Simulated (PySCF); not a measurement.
PySCF 2.14 output of a UHF calculation on a single atom or ion in x2c-TZVPPall, with scalar relativity by spin-free X2C-1e:

```
SCF conv_tol = 1e-09
number electrons alpha = 35  beta = 27
cycle= 1 E= -10422.5211856901  delta_E= -2.91e-09  |g|= 1.84e-05  |ddm|= 0.000441
cycle= 2 E= -10422.5211856908  delta_E= -6.55e-10  |g|= 1.59e-05  |ddm|= 0.000207
converged SCF energy = -10422.5211856908  <S^2> = 20.010998  2S+1 = 9.0024437
```

The run itself started from symmetry-adapted Hartree-Fock orbitals and held the occupation by maximum overlap, so the iterations belong to that start.

Q: Which element, charge and spin multiplicity is this?

A: Sm (samarium, neutral), multiplicity 9; the state was [Xe] 4f7 6s1, high-spin 9S determinant (an excited configuration).

Spin-orbit coupling, which splits the p, d and f shells strongly at this Z, is absent.
